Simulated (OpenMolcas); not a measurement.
Computed levels of As⁻

```yaml
Program: OpenMolcas 26.06
Method: CASSCF
Basis: ANO-RCC-VQZP [7s6p4d2f1g]
Scalar_Hamiltonian: DKH2, point nucleus
Active_space: 4 electrons in 3 orbitals (4p)
State_averaging: 2S+1 = 3 even, 3 roots; 2S+1 = 1 even, 6 roots
Spin-orbit_coupling: RASSI with atomic mean-field integrals over the reference wave functions, term energies averaged over their components
```

Spin-free terms above the lowest, with the occupations of the reference:

```
Configuration  Term  E (cm⁻¹)  Occupations
      4s² 4p⁴    ³P       0.0      4p 4.00
```

With spin-orbit coupling, above the lowest level:

```csv
Configuration,Term,J,E (cm⁻¹),g,Term weight %
4s² 4p⁴,³P,2,0.0,1.498,99
4s² 4p⁴,³P,1,1018,1.501,100
4s² 4p⁴,³P,0,1406,,100
```

Spin-orbit coupling puts the lowest level 536 cm⁻¹ below the lowest spin-free term.

For ³P the intervals divided by the larger J are -387.6, -509.2 cm-1. Landé's interval rule makes them equal in pure LS coupling; they differ by 27 % of their mean. The multiplet is inverted.

Without dynamic correlation excited terms often stand tens of per cent too high (terms of higher spin than the ground term too low), and those without a measured partner can miss by more than the paired ones. With the s shell closed, the reference lacks s² → p² mixing. No diffuse functions were added, so excited terms of the anion can stand markedly too high. Only configurations of the active space appear. Levels above the detachment limit are left out.

The term weight is that of the spin-free term in the level, not the purity of its configuration.
